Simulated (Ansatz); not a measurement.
```xyz
11

C    -0.4311    0.5199    1.8753
B    -0.0650    0.2844    0.3701
Al    0.6708   -1.1828   -0.8510
S    -1.5265   -0.3814   -1.0169
S    -0.6017    1.4828   -0.9863
H     0.3437    1.1451    2.3336
H    -0.4682   -0.4079    2.4511
H    -1.3843    1.0428    1.9929
H     1.1793   -2.5858   -1.3906
H     1.3316   -0.2672   -2.5365
H     0.9515    0.3500   -2.2416
```

Total charge 0; spin multiplicity 1. The bonds changed during the relaxation, so this is another structure than the one it started from.

**Question.** List the PBE0/def2-TZVPP orbital energies in eV (the Gaussian-basis code of Ansatz). (Estimate.)

**Answer.** Computed: Occupied: -2423.11, -2422.76, -1528.18, -277.35, -218.37, -218.04, -185.06, -162.22, -162.09, -162.02, -161.92, -161.77, -161.66, -114.03, -74.11, -74.04, -73.88, -22.77, -19.30, -17.53, -14.85, -13.20, -11.33, -11.11, -10.69, -10.57, -9.96, -8.93, -8.04, -7.00, -6.18. Lowest empty: -1.36, -0.69, -0.43, 0.33, 0.66, 1.02, 1.64, 2.32.
